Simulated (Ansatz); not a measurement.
A run on CuO (`[O][Cu]`) radical with other settings.

```yaml
crystal:
  periodic: [false, false, false]
  atoms:
    - {symbol: O, position_ang: [0.750140, -0.248590, 0.384903]}
    - {symbol: Cu, position_ang: [-0.750140, 0.248590, -0.384903]}
basis:
  gaussian: {orbitals: pcseg-2}
total_charge: 1
hamiltonian: {xc: {name: CAM-B3LYP}, dispersion: d3bjatm}
output: {forces: true}
```

```sh
$ ansatz run in.yaml --threads 2 --pin off --events-out ev --progress --plain --max-ram 32768MiB --backend cpu
```

Shortened log:

```
Functional definition: CAM-B3LYP
637 factors; their error is unknown
90 factors; integrals over basis functions are off by at most 6.5e-5 eV
mean field evaluation 1: about -46658.3374 eV, gradient 1.4e2 eV
mean field evaluation 2: about -46293.7691 eV, gradient 5.8e2 eV
mean field evaluation 4: about -46661.8351 eV, gradient 1.1e2 eV
mean field evaluation 8: about -46677.9220 eV, gradient 4.8e-1 eV
mean field evaluation 16: about -46678.1044 eV, gradient 1.5e-3 eV
mean field -46678.10437383 eV, -1715.3886961829 hartree, gradient 2.2e-5 eV, S^2 0.000000; 1 other end points of the search recorded, 0 dependent functions left out
reference -46678.10445507 eV, -1715.3886991684 hartree; 18, 18 occupied and 68, 68 virtual orbitals, 637 factors
Total energy: -46678.11636083 eV, -1715.3891366970 hartree
Atom 0 at     0.750140    -0.248590     0.384903 Å, force    -0.657703     0.217957    -0.337473 eV/Å
Atom 1 at    -0.750140     0.248590    -0.384903 Å, force     0.657703    -0.217957     0.337473 eV/Å
Dipole moment:    -0.542450     0.179763    -0.278336 e Å
```

Hardware: 2 threads of an AMD EPYC 7R13 on a shared host. Wall time 2.2 s, peak host memory 0.21 GiB.
